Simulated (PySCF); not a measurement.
**P⁺ (phosphorus, charge +1): UHF calculation**

Configuration: [Ne] 3s1 3p3, high-spin 5S determinant (an excited configuration). Calculation: PySCF 2.14, in aug-cc-pwCVQZ (10s9p7d5f3g, 134 functions); the non-relativistic Hamiltonian (point nucleus).

```
Total energy                                     : -340.212006 hartree
One-electron energy                              : -465.1968 hartree
Hartree (Coulomb) energy                         : 147.4992 hartree
Exchange energy                                  : -22.5144 hartree
Kinetic energy                                   : 340.21146 hartree
⟨S²⟩                                             : 6.0001
⟨L²⟩                                             : 0.000
Sum of ⟨r⟩                                       : 12.18 bohr
Sum of ⟨r²⟩                                      : 21.17 bohr²
Density at the nucleus (Gaussians lack the cusp) : 2160 bohr⁻³
Spin density at the nucleus                      : 7.08 bohr⁻³
Langevin diamagnetic susceptibility              : -16.8 ×10⁻⁶ cm³/mol
```

```tsv
shell	electrons	mean orbital energy (eV)	rms radius, mean of both spins (bohr)
1s α	1	-2188.4	0.120
1s β	1	-2187.1	0.120
2s α	1	-216.62	0.563
2s β	1	-214.88	0.563
2p α	3	-159.53	0.539
2p β	3	-157.70	0.539
3s α	1	-34.242	1.94
3p α	3	-21.233	2.24
```

Spin-orbit constants ζ (cm⁻¹) from the X2C one-electron operator on these orbitals (non-relativistic here): bare nucleus, nucleus screened by l(l+1)(2l+1)/3 electrons, and screened by the Breit-Pauli mean field of the electrons.

| shell | bare | screened nucleus | mean field |
| --- | --- | --- | --- |
| 2p | 5422 | 4699 | 4371 |
| 3p | 367.5 | 318.5 | 292.1 |
